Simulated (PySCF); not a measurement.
Species: C5H7NOSi.
SMILES: `[SiH3]Oc1ccncc1`

A linear-response calculation (PySCF, def2-SVPD basis, gas phase, vertical, core orbitals frozen in the response) gave these numbers; the functional is withheld.

Orbital energies (eV): HOMO-3 -11.37, HOMO-2 -9.53, HOMO-1 -9.38, HOMO -9.29, LUMO 1.16, LUMO+1 1.19, LUMO+2 1.64.

```csv
state,E (eV),f,"main configurations (H = HOMO, L = LUMO)"
S1,5.34,0.0003,"H-1→L (83%), H-1→L+1 (15%)"
S2,5.42,0.0039,"H-1→L+1 (83%), H-1→L (14%)"
S3,5.58,0.0009,"H→L+1 (33%), H-2→L (27%), H→L (22%)"
S4,6.21,0.038,"H→L (39%), H→L+1 (26%), H-2→L+1 (21%)"
S5,6.94,0.017,H→L+2 (75%)
S6,6.95,0.344,"H-2→L+1 (41%), H→L (30%), H-2→L (11%)"
```

Triplets, Tamm–Dancoff:

| state | E (eV) | λ (nm) | main configurations (H = HOMO, L = LUMO) |
| --- | --- | --- | --- |
| T1 | 4.35 | 285.0 | H→L (32%), H-2→L+1 (26%), H-2→L (23%) |
| T2 | 4.74 | 261.6 | H-1→L+1 (52%), H-1→L (41%) |
| T3 | 4.88 | 254.3 | H→L+1 (55%), H-2→L (29%), H-2→L+1 (8%) |
| T4 | 5.02 | 247.1 | H→L (42%), H-2→L+1 (41%), H→L+1 (12%) |

Vertical ionisation energy by ΔSCF with the same functional: 9.38 eV. Mean static polarisability: 93.3 au.

Task: Which of these was used?
A. B3LYP
B. wB97X-D
C. PBE
D. HF

Result: B. wB97X-D is range-separated, 22% exact exchange at short range and 100% at long range (ω = 0.2 bohr⁻¹). In this run −ε(HOMO) = 9.29 eV differs from the ΔSCF value by -0.09 eV, and S1 differs from the orbital gap of 10.45 eV by -5.11 eV. The ratio −ε(HOMO)/IP is 0.99. Small neutral molecules mostly give 0.89 to 0.99 with wB97X-D, 0.5 to 0.7 with PBE, 0.67 to 0.83 with B3LYP; Hartree–Fock can't fall below 1, since the ion's relaxation only lowers the ΔSCF value.

Computed, not measured: TDDFT wB97X-D/def2-SVPD, vertical, gas phase, core orbitals frozen in the response in PySCF 2.14.0, density-fitted response routines. Geometry: PBE0-D3(BJ)/def2-SVP, one conformer, isolated molecule.

Shape of the structure used: `[SiH3:1][O:2][c:3]1[cH:4][cH:5][n:6][cH:7][cH:8]1`: Si1–O2–C3–C4 178°.
